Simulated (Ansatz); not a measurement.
# Energy profile

The step: SiH₃Cl ([SiH3][Cl]) + H₂O + NH₃ → SiNH₄Cl ([NH2][SiH2][Cl]) + H₂O + H₂; bonds formed: Si1–N7, H2–H8, H6–O9; bonds broken: Si1–H2, H6–N7, H8–O9 (atoms numbered as in the saddle structure below).

Si1  (-1.005, -0.088, -0.671)
H2  (0.194, -1.349, -0.389)
H3  (-1.114, -0.748, -2.000)
H4  (-2.002, 1.028, -0.830)
Cl5  (-1.939, -0.871, 1.043)
H6  (1.017, 0.393, 0.691)
N7  (0.421, 1.017, -0.335)
H8  (0.798, -1.139, 0.442)
O9  (1.423, -0.543, 1.261)
H10  (1.119, 0.969, -1.072)
H11  (0.137, 1.985, -0.232)
H12  (0.950, -0.655, 2.093)
(Å)

Electronic energies by CCSD(T) at an estimated basis limit (MP2 extrapolated from triple and quadruple zeta, plus CCSD(T) − MP2 in triple zeta), on PBE0-D4/def2-TZVP structures; SiNH8ClO, singlet; no counterpoise correction. Program: Ansatz 0.2.0. Basis: def2-TZVPP and def2-QZVPP. Cores are frozen in the correlated methods. Extrapolation: Hartree–Fock as exp(−7.88 √X), correlation as X^−2.97.

(1) Give the profile in kJ/mol, counted from the separated reactants. (An estimate is asked for; the value comes from the calculation.)

T1 diagnostic: at most 0.011.

Answers

(1) Computed:
| point | kJ/mol |
| --- | --- |
| separated: SiH3Cl (linked as [SiH3][Cl]; Si1, H2, H3, H4, Cl5; singlet) + NH3 (H6, N7, H10, H11; singlet) + H2O (H8, O9, H12; singlet) | 0.0 |
| start structure | -46.6 |
| saddle | 131.2 |
| end structure | -62.8 |
| separated: SiNH4Cl (linked as [NH2][SiH2][Cl]; Si1, H3, H4, Cl5, N7, H10, H11; singlet) + H2 (H2, H8; singlet) + H2O (H6, O9, H12; singlet) | -44.1 |

For scale, one of the runs: CCSD(T)/def2-TZVPP, 258 basis functions, launched by `ansatz run in.yaml --threads 4 --pin off --events-out ev --progress --plain --max-ram 9574MiB`. Time: 2.9 min of wall clock on 4 CPU threads of an Arm Neoverse V1; the host was shared. Peak host memory: 5.8 GiB.
